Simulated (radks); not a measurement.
Question: All-electron atom: the terbium ion Tb24+ in [Kr] 4d5 (the NIST ground configuration). Calculated with a radial shooting solver on a logarithmic mesh with Libxc functionals: non-relativistic Kohn-Sham, LB94 model potential, spin-polarised, spherical densities, point nucleus; open shells are filled with parallel spins first (spin-orbit coupling, left out, can overturn this in heavy ions); relativity is left out, which matters for an element this heavy. Some entries of the table are withheld. Estimate them.

orbital,occ.,eigenvalue (eV),r(max) (bohr)
1s down,1,-49550.28,0.01547
1s up,1,-49550.10,0.01547
2s up,1,-8570.996,0.08465
2s down,1,-8569.477,0.08464
2p up,3,-8203.698,0.06585
2p down,3,-8202.969,0.06584
3s down,1,-2480.827,0.2351
3s up,1,-2480.798,0.2349
3p up,3,-2316.286,0.2223
3p down,3,-2315.661,0.2225
3d up,5,-2010.497,0.1767
3d down,5,-2008.376,0.1769
4s up,1,-1011.106,0.5161
4s down,1,-1004.494,0.5152
4p up,3,-943.5452,0.5163
4p down,3,-937.0398,0.5152
4d up,5,(1),0.5079
4d down,0,(2),0.5061
5s up,0,-551.0051,0.9645
5s down,0,-547.6885,0.9667
5p up,0,-520.6915,0.9841
5p down,0,-517.5622,0.9865

Answer: 
(1) 4d up eigenvalue (eV): -822.9452
(2) 4d down eigenvalue (eV): -817.0186
